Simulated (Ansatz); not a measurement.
Input file for Ansatz (a first-principles code): U-SVWN5/def2-TZVPP on RuN, 2S+1 = 6, a spin state set in the input, which need not be the lowest, a point of a bond scan (R = 1.719 Å). Elements past Kr take the def2 small-core potentials; no spin–orbit coupling.

Ansatz 0.2 input:
```yaml
crystal:
  periodic: [false, false, false]
  atoms:
    - {symbol: Ru, position_ang: [0.00000000, 0.00000000, 0.00000000]}
    - {symbol: N, position_ang: [0.00000000, 0.00000000, 1.71914300]}
basis:
  gaussian:
    orbitals: def2-TZVPP
    pivot_positions_ang: [[0.00000000, 0.00000000, 0.00000000], [0.00000000, 0.00000000, 1.71914300]]
hamiltonian:
  xc: {name: SVWN5}
magnetization: {spin_polarized: true, initial_magnetization: 5}
output: {forces: true, orbitals: {seedname: ./end}}
```

The log:

```
WARN ansatz: RAYON_NUM_THREADS=1 ignored (pool sized by the plan → 1); use --threads N
Functional definition: SVWN5
integrals: 0.02 GiB planned
484 factors; their error is unknown
mean field: 0.21 GiB planned
mean field evaluation 1: about -4036.2735 eV, gradient 6.2e1 eV
mean field evaluation 2: about -3855.0021 eV, gradient 1.5e2 eV
mean field evaluation 4: about -4049.3651 eV, gradient 2.7e1 eV
mean field evaluation 8: about -4052.2445 eV, gradient 8.2e-1 eV
mean field evaluation 16: about -4052.2452 eV, gradient 1.3e-4 eV
mean field evaluation 32: about -4051.5513 eV, gradient 2.8e0 eV
mean field evaluation 64: about -4049.9407 eV, gradient 8.5e-1 eV
mean field -4052.24520529 eV, -148.9172645839 hartree, gradient 2.2e-5 eV, S^2 8.753479; 8 other end points of the search recorded, 0 dependent functions left out
the calculation of the forces begins
reference -4052.24524088 eV, -148.9172658920 hartree; 14, 9 occupied and 73, 78 virtual orbitals, 484 factors
Total energy: -4052.24524088 eV, -148.9172658920 hartree
Atom 0 at     0.000000     0.000000     0.000000 Å, force    -0.000000    -0.000000     0.715534 eV/Å
Atom 1 at     0.000000     0.000000     1.719143 Å, force     0.000000     0.000000    -0.715534 eV/Å
Dipole moment:    -0.000000    -0.000000    -0.680639 e Å
```

The run converged.

Cost: roughly 3 core-seconds.
